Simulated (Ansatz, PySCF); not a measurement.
PySCF was given this input:
```python
from pyscf import gto, scf, dft

mol = gto.Mole()
mol.atom = '''
    Cd    0.000000    0.000000    0.000000
'''
mol.basis = 'def2-svp'
mol.ecp = {'Cd': 'def2-svp'}
mol.charge = 0
mol.spin = 0
mol.verbose = 3
mol.build()

mf = dft.RKS(mol)
mf.xc = 'revpbe'
mf.grids.atom_grid = (99, 590)
mf.grids.prune = None
mf.kernel()
```

### Question
Convert this to an input for Ansatz (an electronic-structure program).

### Answer
This is not unique; one that fits is 
Ansatz 0.2 input:
```yaml
crystal:
  periodic: [false, false, false]
  atoms:
    - {symbol: Cd, position_ang: [0.00000000, 0.00000000, 0.00000000]}
basis:
  gaussian:
    orbitals: def2-SVP
hamiltonian:
  xc: revpbe
accuracy: high
```

Both were run: PySCF gave -167.796598 Eh and Ansatz -167.796598 Eh, 0.000 mEh apart.
